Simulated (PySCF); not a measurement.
**Working out the excitation energy of Mg**

Mg [Ne] 3s2 (1S) → Mg [Ne] 3d2 (3F). All numbers are calculated (PySCF 2.14, the non-relativistic Hamiltonian (point nucleus), in aug-cc-pCVDZ). Frozen: nothing. Energies in hartree (1 hartree = 27.21139 eV):

```
            part   Mg (lower)   Mg (upper)
             UHF  -199.608341  -199.094105
CCSD correlation    -0.207961    -0.172665
             (T)    -0.000974    -0.000263
```

Question: What does Hartree-Fock give?

Answer: (-199.094105) − (-199.608341) = 0.514236 hartree = 13.993 eV.

Question: What do CCSD and CCSD(T) give?

Answer: The CCSD correlation energies differ by 0.035296 hartree = 0.960 eV and the triples by 0.000711 hartree = 0.019 eV, so CCSD gives 14.953 eV and CCSD(T) 14.972 eV.

The upper state lies above the first ionisation limit, where it may autoionise and the basis confines it.

A double-zeta basis recovers only part of the correlation energy.
